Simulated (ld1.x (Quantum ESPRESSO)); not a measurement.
Ranking TM potentials for sulfur (S)

All share these settings but for the change named:

ld1.x (Quantum ESPRESSO) 7.5 input, shortened:

```
&input
   title='S', zed=16., rel=2, dft='BP', iswitch=3,
   config='[Ne] 3s1 3p5', rel_dist='average'
 /
 &inputp
   pseudotype=2, tm=.true., lloc=0,
   nlcc=.false.
 /
2
3P  2  1   5.00   0.00  1.60  1.60  0.0
3S  1  0   1.00   0.00  1.00  1.00  0.0
 &test
   configts(1)='3s1 3p5'
 /
```

Open shells are filled in proportion to 2j + 1 (rel_dist='average').

Cutoff: the first of the cutoffs (Ry, on a coarse ladder) from which the occupation-weighted sum of valence levels, in a spherical-Bessel basis at the reference potential, stays within 10 and 1 mRy of its value at 400 Ry; the density cutoff is not measured.

The base gives 70 Ry.

Of 6 variants that were run, those that failed, showed a ghost or another fault, or gave nearly equal values are left out.

Task: Rank these variants from softest to hardest (loose cutoff).
A. wave 3p (bound): rc 1.60 bohr becomes 3p (bound): rc 1.00 bohr
B. all radii scaled by about 1.36 (s 1.36, p 2.18 bohr)
C. reference 3s2 3p4
D. wave 3s (bound): rc 1.00 bohr becomes 3s (bound): rc 0.94 bohr

Result: B (21 Ry), C (80 Ry), D (100 Ry), A (140 Ry).
